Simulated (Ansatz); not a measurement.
`CC1=CC1` and `[GeH3][C]1=CC1` differ in one atom or group.

Ansatz, PBE0-D4/def2-TZVP geometries, multiplicity 1. 

Scalar relativity is left out up to krypton.

```tsv
property	`CC1=CC1`
HOMO energy (PBE/def2-TZVPP) / eV	-5.69
HOMO energy (PBE0/def2-TZVPP) / eV	-6.82
size of the dipole moment (B3LYP/def2-TZVPP) / D	0.92
LUMO energy (B3LYP/def2-TZVPP) / eV	0.28
HOMO–LUMO gap (PBE/def2-TZVPP) / eV	5.15
HOMO–LUMO gap (PBE0/def2-TZVPP) / eV	7.35
```

Q: What does the change do to each property? (Best estimate.)

A: Ansatz gave: 
```json
{"property": "HOMO energy (PBE/def2-TZVPP) / eV", "`[GeH3][C]1=CC1`": "-6.10", "shift": "-0.41"}
{"property": "HOMO energy (PBE0/def2-TZVPP) / eV", "`[GeH3][C]1=CC1`": "-7.23", "shift": "-0.41"}
{"property": "size of the dipole moment (B3LYP/def2-TZVPP) / D", "`[GeH3][C]1=CC1`": "0.43", "shift": "-0.49"}
{"property": "LUMO energy (B3LYP/def2-TZVPP) / eV", "`[GeH3][C]1=CC1`": "-0.55", "shift": "-0.83"}
{"property": "HOMO–LUMO gap (PBE/def2-TZVPP) / eV", "`[GeH3][C]1=CC1`": "4.76", "shift": "-0.39"}
{"property": "HOMO–LUMO gap (PBE0/def2-TZVPP) / eV", "`[GeH3][C]1=CC1`": "6.90", "shift": "-0.45"}
```

With PBE0 the HOMO falls by 0.41 eV and the LUMO falls by 0.87 eV, so the gap narrows by about 0.46 eV. PBE moves the HOMO by -0.41 eV and ωB97M-V by -0.39 eV. Dipoles are sizes alone; their direction can turn.

B3LYP here is the variant with VWN-RPA as its local correlation; programs differ in this.
